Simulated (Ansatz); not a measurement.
Ideal-gas functions of `F[C@H]1B[C@@H]1Cl` at 298.15 K and 1 bar, from an Ansatz frequency run at PBE0-D4/def2-TZVP.

Molar mass 92.31 g/mol, point group C1 (symmetry number 1), electronic degeneracy 1, moments of inertia 54.095, 220.7, 258.443 u Å². Harmonic wavenumbers (cm⁻¹, unscaled): 171, 231, 303, 344, 553, 729, 785, 828, 958, 988, 1015, 1118, 1193, 1243, 1434, 2757, 3051, 3080.

Use S(trans) = R[1.5 ln M + 2.5 ln T − 1.1517]; rotational temperatures θ = 24.2544 K / I; S(rot) = R[ln(√π/σ · √(T³/θAθBθC)) + 1.5]; for each mode x = 1.438777 ν̃/T, S = R[x/(eˣ − 1) − ln(1 − e⁻ˣ)] and H = RT x/(eˣ − 1); 1 cm⁻¹ = 0.0119627 kJ/mol; R = 8.31446 J/(mol·K).

Problem. By hand: the entropy, in J/(mol·K).

Solution. Translation 165.3. Rotation: θ = 0.4484, 0.1099, 0.0938 K, giving 110.6. Vibration, mode by mode: 10.14, 7.83, 5.86, 4.99, 2.25, 1.14, 0.92, 0.78, 0.46, 0.41, 0.37, 0.24, 0.18, 0.14, 0.07, 0.00, 0.00, 0.00, in all 35.8. Electronic 0.0. Sum 311.7 J/(mol·K).

Problem. By hand: H − E and G − E in kJ/mol, counted from the electronic energy.

Solution. Zero-point energy ½ × 20781 × 0.0119627 = 124.3; thermal vibration 6.6; translation, rotation and pV give 4 RT = 9.9. H − E = 140.8 kJ/mol, and G − E = 140.8 − 298.15 × 311.7/1000 = 47.9 kJ/mol.

Vibration gives 11 % of the entropy. The sum counts one conformer and one mirror image; others add a mixing term.
